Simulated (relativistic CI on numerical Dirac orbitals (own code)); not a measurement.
**Magnetism of Zr³⁺, 4d, in a crystal field**

Calculated by Dirac-Coulomb-Breit CI, orbitals from a KLI potential per configuration, model QED, valence Slater integrals scaled by 0.7, one configuration in a parametric crystal field (own radial code).

Field parameters in Wybourne normalisation: D3d B²₀ = −7Dσ, B⁴₀ = −14Dq − 21Dτ, B⁴₃ = −14√(10/7) Dq. The field is a parameter set, without covalency.

S is read from ⟨S²⟩ = S(S + 1).

Powder χT (cm³ K mol⁻¹) by Van Vleck's formula, with temperature-independent terms:

```tsv
Field	2 K	5 K	10 K	20 K	50 K	100 K	200 K	300 K
D3d, 10Dq = 29750, Dσ = -1200, Dτ = 150 cm⁻¹	0.00669	0.00867	0.012	0.0186	0.0383	0.0716	0.146	0.22
D3d, 10Dq = 29750, Dσ = 1200, Dτ = 150 cm⁻¹	0.309	0.309	0.31	0.311	0.314	0.319	0.33	0.34
D3d, 10Dq = 29750, Dσ = 980, Dτ = 150 cm⁻¹	0.302	0.302	0.302	0.304	0.307	0.313	0.325	0.337
D3d, 10Dq = 29750, Dσ = 760, Dτ = 150 cm⁻¹	0.291	0.292	0.292	0.294	0.298	0.305	0.318	0.331
D3d, 10Dq = 29750, Dσ = 550, Dτ = 150 cm⁻¹	0.277	0.278	0.279	0.28	0.285	0.293	0.309	0.324
D3d, 10Dq = 29750, Dσ = 330, Dτ = 150 cm⁻¹	0.255	0.255	0.256	0.258	0.264	0.274	0.293	0.313
D3d, 10Dq = 29750, Dσ = 110, Dτ = 150 cm⁻¹	0.214	0.214	0.216	0.218	0.227	0.24	0.267	0.294
D3d, 10Dq = 29750, Dσ = -110, Dτ = 150 cm⁻¹	0.129	0.13	0.132	0.137	0.15	0.173	0.217	0.259
```

For D3d, 10Dq = 29750, Dσ = 550, Dτ = 150 cm⁻¹: what effective moment follows at 300 K?

μ_eff = √(8χT) = 1.61 μB. The ground level has S = 0.50; the spin-only moment for S = 1/2 is 1.73 μB. The difference comes from the orbital moment, spin-orbit mixing of terms and temperature-independent paramagnetism, all larger in this ionic model than in covalent complexes.
